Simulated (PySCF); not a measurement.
# Worked example: entropy of an ideal gas

1,3-oxasiletane-2,4-dione (C2H2O3Si), SMILES O=C1OC(=O)[SiH2]1.

The structure is a stationary point at B3LYP-D3(BJ)/def2-SVP.

PySCF with B3LYP-D3(BJ)/def2-SVP gives the harmonic wavenumbers 135, 340, 343, 383, 400, 550, 640, 640, 682, 686, 795, 851, 928, 1131, 1890, 1976, 2257, 2277 cm⁻¹ and the rotational temperatures 0.2488, 0.1259, 0.0854 K. The molar mass is 102.12 g/mol, the symmetry number 2, the spin multiplicity 1.

Task: Work out the entropy at 298.15 K and 1 atm in the rigid-rotor, harmonic-oscillator model.

Result: 
Translation (Sackur–Tetrode at 1 atm): S = R[1.5 ln M + 2.5 ln T − 1.16487] = 166.4 J/(mol K).
Rotation: q = (√π/σ) T^1.5/√(θA θB θC) = 88200, S = R[ln q + 3/2] = 107.2 J/(mol K).
Vibration: with u = 1.4388 ν/T, each mode gives R[u/(e^u − 1) − ln(1 − e^−u)]:
```
ν (cm⁻¹)  modes     u  S (J/(mol K))
--------  -----  ----  -------------
135           1  0.65          12.02
340           1  1.64           5.07
343           1  1.66           5.01
383           1  1.85           4.30
400           1  1.93           4.03
550           1  2.65           2.28
640           2  3.09           3.23
682           1  3.29           1.37
686           1  3.31           1.35
795           1  3.84           0.88
851           1  4.11           0.71
928           1  4.48           0.52
1131          1  5.46           0.23
1890          1  9.12           0.01
1976          1  9.54           0.01
```
The stiffer modes add less than 0.005 each. Sum 41.0 J/(mol K).
Spin: R ln 1 = 0.0 J/(mol K).
Total 314.6 J/(mol K); the program's own thermochemistry gives 314.6. Translation makes up 53 % and vibration 13 %. Anharmonicity, hindered rotation and orbital degeneracy are left out.
